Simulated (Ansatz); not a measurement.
Relaxation of CH₈GaN (11 atoms, charge 0, multiplicity 1), to a largest force component of 0.03 eV/Å in at most 50 steps.

All numbers below come from Ansatz, RKS B3LYP-D4/def2-SVP.

```xyz
11
Properties=species:S:1:pos:R:3
Ga 0.122 0.373 0.134
C -0.037 0.254 2.108
H -1.029 -0.106 2.425
H 0.747 -0.390 2.538
H 0.095 1.252 2.563
H 1.551 0.401 -0.534
H -1.169 0.604 -0.745
N -0.303 -2.602 0.941
H -1.152 -3.148 0.791
H 0.452 -3.253 1.166
H -0.452 -2.005 1.779
```

Problem. Where does it end, and by what steps?

Solution. The forces met the threshold. The force dipped under the threshold on the way, but the program's further checks kept it going. After 18 steps the energy has fallen by 0.745 eV; H9 moved furthest, 1.19 Å. Joined: Ga1–N8 (3.11 → 2.19 Å).

```tsv
step	energy less start (eV)	largest force component (eV/Å)	accepted
0	0.0000	0.846	yes
1	-0.1802	1.295	yes
2	-0.4130	1.458	yes
3	-0.6095	0.621	yes
4	-0.6769	0.478	yes
5	-0.7161	0.171	yes
6	-0.7296	0.075	yes
7	-0.7270	0.418	no
8	-0.7337	0.013	yes
9	-0.7348	0.204	yes
10	-0.7371	0.108	yes
11	-0.7405	0.011	yes
12	-0.7220	0.713	no
13	-0.7419	0.152	yes
14	-0.7431	0.081	yes
15	-0.7440	0.005	yes
16	-0.7441	0.123	yes
17	-0.7446	0.031	yes
18	-0.7449	0.001	yes
```

```xyz
11
Properties=species:S:1:pos:R:3
Ga -0.058 -0.189 0.408
C 0.077 0.443 2.302
H -0.836 0.222 2.880
H 0.937 -0.003 2.830
H 0.217 1.537 2.326
H 1.275 -0.275 -0.453
H -1.421 0.056 -0.370
N -0.309 -2.331 0.767
H -0.437 -2.837 -0.111
H 0.506 -2.728 1.237
H -1.126 -2.517 1.352
```

Whether the end is a true minimum wasn't checked by a vibrational analysis.

Time of the run: 49 s on 2 threads of Arm Neoverse V1 (shared host), peak memory 0.21 GiB.
